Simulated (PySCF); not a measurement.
Delta-SCF ions had no search for a lower state. Excitations are Tamm–Dancoff values on a coarser integration grid. The basis has no diffuse functions, so Rydberg states are missing or too high.

## C$_{3}$H$_{6}$S, SMILES `C/C=C\S` (C–C–S–H torsion 0°) (charge 0, multiplicity 1)

These are PBE0-D3(BJ)/def2-TZVP (PySCF) values and carry that method's errors.

The HOMO is -6.30 eV and the dipole moment comes out as 0.259 e·Å. The LUMO comes out as 0.23 eV and the HOMO–LUMO gap is 6.53 eV. The S1 excitation (TDA) comes out as 5.44 eV and the S1 oscillator strength comes out as 0.002. The brightest of the four lowest singlets (TDA) is 6.30 eV and the T1 excitation (TDA) is 3.81 eV. The S1–T1 gap (TDA) comes out as 1.63 eV. The vertical ionisation energy (Delta-SCF) is 8.40 eV. The total energy is -515.8732 Ha and the cost is about 4 core-minutes (a rough figure).

```xyz
10

C     -1.0394    -0.5255     0.2852
C     -0.3224     0.7325    -0.0765
C      0.9803     0.8333    -0.3288
S      2.1797    -0.4351    -0.3091
H     -0.9466    -1.2833    -0.5010
H     -2.1028    -0.3446     0.4406
H     -0.6428    -0.9654     1.2073
H     -0.9039     1.6466    -0.1416
H      1.4201     1.7909    -0.5851
H      1.3668    -1.4484     0.0256
```
Charge 0, spin multiplicity 1.
